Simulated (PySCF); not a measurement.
PySCF 2.14 output of a UHF calculation on a single atom or ion in dyall-av3z (19s12p3d2f, 84 functions), with the spin-free X2C one-electron Hamiltonian (Gaussian nucleus):

```
SCF conv_tol = 1e-09
number electrons alpha = 10  beta = 6
cycle= 1 E= -397.995700235908  delta_E= -0.0034  |g|= 0.0176  |ddm|= 0.0811
cycle= 2 E= -397.995956679247  delta_E= -0.000256  |g|= 0.00537  |ddm|= 0.0301
cycle= 3 E= -397.995994916784  delta_E= -3.82e-05  |g|= 0.000766  |ddm|= 0.0189
cycle= 4 E= -397.995997808579  delta_E= -2.89e-06  |g|= 0.000342  |ddm|= 0.00617
cycle= 5 E= -397.995998625094  delta_E= -8.17e-07  |g|= 0.000113  |ddm|= 0.00432
cycle= 6 E= -397.995998692097  delta_E= -6.7e-08  |g|= 3.9e-05  |ddm|= 0.00129
cycle= 7 E= -397.99599869663  delta_E= -4.53e-09  |g|= 6.51e-06  |ddm|= 0.000328
cycle= 8 E= -397.995998696696  delta_E= -6.53e-11  |g|= 7.84e-07  |ddm|= 1.73e-05
converged SCF energy = -397.995998696696  <S^2> = 6.0101367  2S+1 = 5.004053
```

The run itself started from symmetry-adapted Hartree-Fock orbitals and held the occupation by maximum overlap, so the iterations belong to that start.

Task: Which element, charge and spin multiplicity is this?

Result: S (sulfur, neutral), multiplicity 5; the state was [Ne] 3s1 3p4 4s1, high-spin 5P determinant (an excited configuration).

The outer electron is Rydberg-like, and this basis confines it to a smaller radius and binds it less than a complete one would.
